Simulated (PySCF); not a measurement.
**What went wrong, or what changed?**

The sound run of Ce(NH2)3 (singlet in the valence; each metal's 4f electrons, 1 of them, lie in its core potential, out of spins and levels) uses PySCF 2.14.0, RKS PBE0, Ce lcecp-1-SVP with ECP47, N def2-SVP, H def2-SVP; non-relativistic Hamiltonian with scalar-relativistic core potentials where named; density fitting; no spin-orbit coupling, grid (50, 194), threshold 1e-8 and 55 cycles at the relaxed geometry. This run, with dm0 from free metal ions and neutral atoms, differs:

```python
mol = gto.M(atom='''
Ce    -0.00799    -0.01903    -0.16377
N      2.26703    -0.00447    -0.01014
H      2.88844    -0.80219     0.13953
H      2.88384     0.80982    -0.04249
N     -1.13617     1.96151    -0.24299
H     -2.14504     2.11891    -0.20741
H     -0.72253     2.89556    -0.26395
N     -1.13984    -1.96630     0.19025
H     -0.73687    -2.89119     0.35308
H     -2.15087    -2.10262     0.24788''',
    basis={'Ce': 'lcecp-1-SVP', 'N': 'def2-SVP', 'H': 'def2-SVP'},
    ecp={'Ce': 'lcecp-1-SVP'},
    charge=0, spin=0)
mf = dft.RKS(mol, xc='PBE0')
mf.grids.atom_grid = (10, 14)  # f atoms: unpruned
mf = mf.density_fit()  # fitting sets: Ce AutoAux, N def2-universal-JKFIT, H def2-universal-JKFIT
mf.conv_tol = 1e-08; mf.max_cycle = 55
mf.kernel(dm0)
mf.nuc_grad_method().kernel()
```

**Question.** What was changed, and how did it end?

**Answer.** The integration grid was changed. It converged in 10 cycles, -0.820 eV from the sound run, largest force component 15.56 eV/Å. These settings are unsound on purpose: the numbers aren't the compound's.
```
init E= -202.798265617519
cycle= 1 E= -199.854109791183  delta_E= 2.94  |g|= 0.388  |ddm|= 3.17
cycle= 2 E= -199.858326152127  delta_E= -0.00422  |g|= 0.348  |ddm|= 0.691
cycle= 3 E= -199.885559687227  delta_E= -0.0272  |g|= 0.145  |ddm|= 0.454
cycle= 4 E= -199.890425795726  delta_E= -0.00487  |g|= 0.0208  |ddm|= 0.134
cycle= 5 E= -199.890510158804  delta_E= -8.44e-05  |g|= 0.0143  |ddm|= 0.0415
...
cycle= 8 E= -199.890563012511  delta_E= -2.7e-08  |g|= 0.000242  |ddm|= 0.000673
cycle= 9 E= -199.890563026309  delta_E= -1.38e-08  |g|= 6.17e-05  |ddm|= 0.000254
cycle= 10 E= -199.890563027366  delta_E= -1.06e-09  |g|= 1.6e-05  |ddm|= 7.98e-05
Extra cycle  E= -199.890563027371  delta_E= -5.29e-12  |g|= 1.76e-05  |ddm|= 3.97e-05
converged SCF energy = -199.890563027371
```

Run from Python with OMP_NUM_THREADS=2; the lines above give its settings. Where DIIS fails, smearing, a level shift and second-order steps follow.
It took 3.1 s on 2 threads of Arm Neoverse V1, on a shared host.

No frequency check is given that shows the relaxed geometry to be a minimum, and it was reached by following one of several unstable modes of a saddle point. An lcecp potential fixes the number of 4f electrons, so in runs with it no electron can move into or out of that shell.
